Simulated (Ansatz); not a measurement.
Relaxation of Si(OtBu)H3 (C₄H₁₂OSi) with RKS PBE-D4/def2-SVP.

```sh
$ ansatz run in.yaml --threads 4 --pin off --events-out ev --progress --plain --max-ram 4787MiB
```

```yaml
crystal:
  periodic: [false, false, false]
  atoms:
    - {symbol: C, position_ang: [-0.095330, 0.007070, 0.414890]}
    - {symbol: C, position_ang: [-0.976330, -1.207160, 0.116370]}
    - {symbol: C, position_ang: [0.383540, -0.033570, 1.870000]}
    - {symbol: C, position_ang: [-0.869950, 1.299580, 0.150850]}
    - {symbol: O, position_ang: [1.062980, -0.028080, -0.384210]}
    - {symbol: Si, position_ang: [1.339900, -0.054290, -1.970460]}
    - {symbol: H, position_ang: [-1.821840, -1.237170, 0.798290]}
    - {symbol: H, position_ang: [-1.346300, -1.157190, -0.904880]}
    - {symbol: H, position_ang: [-0.395920, -2.119380, 0.229880]}
    - {symbol: H, position_ang: [0.948470, -0.945510, 2.046040]}
    - {symbol: H, position_ang: [-0.461880, -0.001410, 2.551510]}
    - {symbol: H, position_ang: [1.032600, 0.815780, 2.066890]}
    - {symbol: H, position_ang: [-1.236520, 1.311870, -0.872570]}
    - {symbol: H, position_ang: [-0.215590, 2.155840, 0.294160]}
    - {symbol: H, position_ang: [-1.714030, 1.379940, 0.830420]}
    - {symbol: H, position_ang: [2.794220, -0.058250, -1.953230]}
    - {symbol: H, position_ang: [0.789110, 1.117550, -2.662000]}
    - {symbol: H, position_ang: [0.782870, -1.245600, -2.621940]}
basis:
  gaussian: {orbitals: def2-SVP}
hamiltonian: {xc: pbe, dispersion: d4}
scf: {lower_state_search: "off"}
output: {orbitals: {seedname: orbitals}}
relax: {f_tol: 0.02, max_steps: 100}
```

Run time 8 s (4 threads of Arm Neoverse V2 on a shared host).

Positions (Å) and forces (eV/Å) at steps 1, 2, 3, 4, 5, 6 of 6:

```xyz
18
step=1 energy=-14249.6817 eV
C    -0.095    0.007    0.415   -0.538    0.020    0.544
C    -0.976   -1.207    0.116    0.422    0.478    0.105
C     0.384   -0.034    1.870   -0.172    0.012   -0.657
C    -0.870    1.300    0.151    0.376   -0.513    0.097
O     1.063   -0.028   -0.384    0.092    0.017    1.827
Si    1.340   -0.054   -1.970    0.203   -0.018   -0.993
H    -1.822   -1.237    0.798   -0.601   -0.073    0.385
H    -1.346   -1.157   -0.905   -0.331   -0.049   -0.682
H    -0.396   -2.119    0.230    0.331   -0.637    0.085
H     0.948   -0.946    2.046    0.375   -0.585    0.145
H    -0.462   -0.001    2.552   -0.535    0.019    0.493
H     1.033    0.816    2.067    0.430    0.547    0.160
H    -1.237    1.312   -0.873   -0.319    0.095   -0.682
H    -0.216    2.156    0.294    0.384    0.600    0.105
H    -1.714    1.380    0.830   -0.596    0.111    0.389
H     2.794   -0.058   -1.953    0.906   -0.011   -0.462
H     0.789    1.118   -2.662   -0.212    0.635   -0.439
H     0.783   -1.246   -2.622   -0.215   -0.650   -0.420
18
step=2 energy=-14249.8962 eV
C    -0.109    0.008    0.433   -0.371    0.011    0.252
C    -0.986   -1.215    0.126    0.162    0.176    0.033
C     0.378   -0.033    1.888   -0.066    0.004   -0.239
C    -0.879    1.309    0.162    0.145   -0.190    0.028
O     1.067   -0.028   -0.365    0.210    0.005    0.833
Si    1.362   -0.055   -1.977    0.178   -0.012   -0.770
H    -1.858   -1.248    0.799   -0.179   -0.025    0.101
H    -1.355   -1.185   -0.913   -0.086   -0.015   -0.186
H    -0.403   -2.142    0.259    0.081   -0.173    0.028
H     0.954   -0.956    2.066    0.099   -0.156    0.044
H    -0.472   -0.003    2.589   -0.145    0.005    0.146
H     1.037    0.827    2.088    0.113    0.147    0.050
H    -1.243    1.341   -0.879   -0.084    0.028   -0.186
H    -0.222    2.179    0.325    0.095    0.164    0.034
H    -1.749    1.394    0.833   -0.176    0.037    0.102
H     2.849   -0.061   -2.071    0.170   -0.003   -0.110
H     0.818    1.138   -2.701   -0.072    0.184   -0.084
H     0.811   -1.269   -2.660   -0.073   -0.186   -0.078
18
step=3 energy=-14249.9291 eV
C    -0.110    0.008    0.445   -0.195    0.004   -0.005
C    -0.983   -1.217    0.128    0.021    0.012    0.008
C     0.372   -0.033    1.901    0.010    0.000   -0.051
C    -0.877    1.311    0.165    0.022   -0.014    0.007
O     1.081   -0.028   -0.353    0.204    0.000    0.284
Si    1.367   -0.056   -1.991   -0.023   -0.004   -0.294
H    -1.877   -1.247    0.783    0.011    0.001   -0.010
H    -1.335   -1.198   -0.924    0.007    0.003    0.012
H    -0.406   -2.151    0.283   -0.010    0.008   -0.004
H     0.954   -0.959    2.083   -0.005    0.004    0.003
H    -0.481   -0.005    2.607   -0.002    0.000   -0.008
H     1.033    0.832    2.107   -0.005   -0.004    0.004
H    -1.223    1.354   -0.889    0.007   -0.004    0.012
H    -0.224    2.188    0.350   -0.011   -0.007   -0.004
H    -1.769    1.395    0.818    0.010   -0.002   -0.009
H     2.861   -0.063   -2.140   -0.023    0.001    0.020
H     0.812    1.154   -2.707   -0.008   -0.015    0.018
H     0.805   -1.286   -2.666   -0.008    0.015    0.018
18
step=4 energy=-14249.9156 eV rejected
C    -0.112    0.011    0.435    0.810   -0.011    0.542
C    -0.959   -1.222    0.111    0.064    0.113   -0.190
C     0.358   -0.034    1.898   -0.280   -0.004    0.171
C    -0.856    1.321    0.157    0.053   -0.116   -0.214
O     1.150   -0.022   -0.304   -0.562    0.008   -0.135
Si    1.333   -0.060   -1.973    0.184    0.004   -0.018
H    -1.856   -1.270    0.760   -0.004    0.005    0.000
H    -1.300   -1.187   -0.944   -0.071   -0.080   -0.028
H    -0.363   -2.145    0.253   -0.024   -0.007    0.017
H     0.932   -0.959    2.106   -0.010    0.007   -0.087
H    -0.516   -0.008    2.580    0.016   -0.002    0.060
H     1.008    0.832    2.137   -0.013   -0.003   -0.094
H    -1.191    1.353   -0.899   -0.063    0.085   -0.019
H    -0.187    2.186    0.335   -0.020    0.005    0.022
H    -1.749    1.417    0.805   -0.009   -0.004    0.003
H     2.819   -0.060   -2.177    0.004    0.002   -0.037
H     0.739    1.139   -2.667   -0.036    0.027    0.001
H     0.751   -1.294   -2.612   -0.037   -0.031    0.006
18
step=5 energy=-14249.9372 eV
C    -0.102    0.009    0.448    0.040    0.000   -0.046
C    -0.969   -1.215    0.119    0.004   -0.007    0.001
C     0.364   -0.034    1.909   -0.018    0.002   -0.015
C    -0.864    1.310    0.158    0.004    0.005    0.002
O     1.113   -0.026   -0.332    0.004   -0.002    0.061
Si    1.353   -0.056   -1.990   -0.020    0.001    0.006
H    -1.867   -1.246    0.767    0.000   -0.004   -0.004
H    -1.314   -1.193   -0.935    0.006    0.002    0.004
H    -0.393   -2.149    0.275   -0.003   -0.004    0.000
H     0.943   -0.959    2.097   -0.003    0.006   -0.002
H    -0.498   -0.006    2.606    0.007    0.000   -0.014
H     1.021    0.832    2.123   -0.004   -0.006   -0.002
H    -1.203    1.351   -0.898    0.006   -0.003    0.006
H    -0.212    2.187    0.346   -0.003    0.005    0.001
H    -1.760    1.395    0.804    0.000    0.005   -0.003
H     2.843   -0.061   -2.162   -0.018    0.000   -0.010
H     0.774    1.150   -2.690   -0.002   -0.004    0.008
H     0.773   -1.287   -2.645   -0.001    0.003    0.008
18
step=6 energy=-14249.9386 eV
C    -0.092    0.009    0.449    0.004    0.000    0.001
C    -0.956   -1.215    0.113   -0.015    0.004    0.004
C     0.357   -0.034    1.914   -0.002   -0.001    0.005
C    -0.849    1.311    0.153   -0.014   -0.002    0.002
O     1.129   -0.027   -0.319    0.016    0.003    0.008
Si    1.337   -0.057   -1.983    0.004   -0.005   -0.011
H    -1.865   -1.242    0.747    0.003   -0.003   -0.002
H    -1.285   -1.198   -0.946   -0.005   -0.001   -0.003
H    -0.385   -2.150    0.282    0.004   -0.002   -0.001
H     0.933   -0.960    2.109    0.002    0.000    0.001
H    -0.513   -0.006    2.599    0.000    0.000   -0.001
H     1.012    0.831    2.136    0.002    0.000    0.000
H    -1.169    1.357   -0.908   -0.006    0.003   -0.002
H    -0.204    2.188    0.357    0.004    0.001    0.000
H    -1.758    1.391    0.783    0.004    0.003   -0.001
H     2.821   -0.053   -2.191    0.002    0.000    0.002
H     0.736    1.145   -2.671   -0.003    0.011    0.001
H     0.749   -1.289   -2.624    0.000   -0.011    0.000
```

Another isomer (singlet) lies 1.12 eV lower at PBE0-D4/def2-TZVP; other spin states weren't run for this one.
